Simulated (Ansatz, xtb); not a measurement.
**Two isomers of C4H5BSSe**

Structure I: `Bc1[se]ccc1S`, a singlet. Structure II: `Bc1ccc(S)[se]1`, a singlet. Both are isolated molecules in the gas phase, relaxed with B3LYP-D3(BJ)/def2-SVP; the shapes shown needn't be the lowest conformers.

I (Å):

```xyz
12

C    -1.0279    0.2843   -0.9114
C    -1.4712   -0.9231   -3.1856
C    -0.1422   -0.7338   -2.8969
C     0.1071   -0.0738   -1.6542
B    -1.1725    0.9793    0.4186
S     1.7827    0.2158   -1.1927
Se   -2.5848   -0.2602   -1.8639
H    -2.2630    1.1945    0.8879
H    -0.1980    1.3348    1.0414
H    -1.8672   -1.4043   -4.0800
H     0.6607   -1.0601   -3.5610
H     1.5078    0.8246   -0.0175
```

II (Å):

```yaml
atoms:
  - { symbol: C, position_ang: [-0.6605, 0.1492, -0.2795] }
  - { symbol: C, position_ang: [-0.5626, -0.8938, -1.1941] }
  - { symbol: C, position_ang: [-0.4301, -0.5484, -2.5576] }
  - { symbol: C, position_ang: [-0.4151, 0.8168, -2.8059] }
  - { symbol: B, position_ang: [-0.8087, 0.0820, 1.2241] }
  - { symbol: S, position_ang: [-0.2679, 1.6377, -4.3482] }
  - { symbol: Se, position_ang: [-0.5790, 1.7998, -1.2202] }
  - { symbol: H, position_ang: [-0.8822, 1.0825, 1.8957] }
  - { symbol: H, position_ang: [-0.8536, -1.0022, 1.7556] }
  - { symbol: H, position_ang: [-0.5886, -1.9329, -0.8558] }
  - { symbol: H, position_ang: [-0.3459, -1.2880, -3.3566] }
  - { symbol: H, position_ang: [-0.1849, 0.5152, -5.0996] }
```

Energies in hartree; the thermal terms are from GFN2-xTB frequencies at re-optimised GFN2-xTB minima (ideal gas, soft modes damped towards free rotors, one conformer each, 298.15 K, 1 atm) and include the zero-point energy:

```
                               I            II
E, CCSD(T)/def2-SVP  −2976.904958  −2976.902042
    E, MP2/def2-SVP  −2976.821072  −2976.818433
  E, MP2/def2-TZVPP  −2977.665236  −2977.662741
  zero-point energy      0.072929      0.072708
       H(298 K) − E      0.081728      0.081792
       G(298 K) − E      0.039996      0.039411
```

Task: Correct the CCSD(T) difference for the basis set by the MP2 change, then work out ΔE, ΔE₀, ΔH and ΔG for I → II in kJ/mol (1 Eh = 2625.50 kJ/mol) and the equilibrium ratio [II]/[I].

Result: 1. Differences II − I: CCSD(T) +0.002916, MP2 in the small set +0.002639, MP2 in the large set +0.002495 Eh.
2. ΔE = +0.002916 + (+0.002495 − (+0.002639)) = +0.002772 Eh = +7.28 kJ/mol.
3. ΔE₀ = ΔE + ΔZPE = +0.002772 + (−0.000221) Eh = +6.70 kJ/mol.
4. ΔH = ΔE + (+0.000064) Eh = +7.45 kJ/mol.
5. ΔG = ΔE + (−0.000585) Eh = +5.74 kJ/mol, so ΔS = (ΔH − ΔG)/T = +5.7 J/(mol K).
6. kT = 0.9442 mEh, so K = [II]/[I] = exp(−ΔG/kT) = exp(−2.32) ≈ 0.099.

Structure I is favoured at this temperature. An error of 4 kJ/mol in ΔG would change K by a factor of 5. HF/STO-3G gave ΔE the other sign. Mirror images and further conformers aren't counted.

As drawn, both hold the same kinds of bond in the same numbers.

Other levels gave ΔE = +16.6 (GFN2-xTB); −2.9 (HF/STO-3G, GFN2-xTB geometries); +8.1 (r2SCAN-D4/def2-SVP, GFN2-xTB geometries); +6.9 (B3LYP-D3(BJ)/def2-SVP); +2.2 (HF/def2-SVP); +6.9 (MP2/def2-SVP); +7.7 (CCSD(T)/def2-SVP) kJ/mol. The correlated steps freeze 19 core orbitals; the filled d shell of Se is correlated, in a basis made for valence electrons. Programs: Ansatz 0.2.0, xtb 6.7.1.
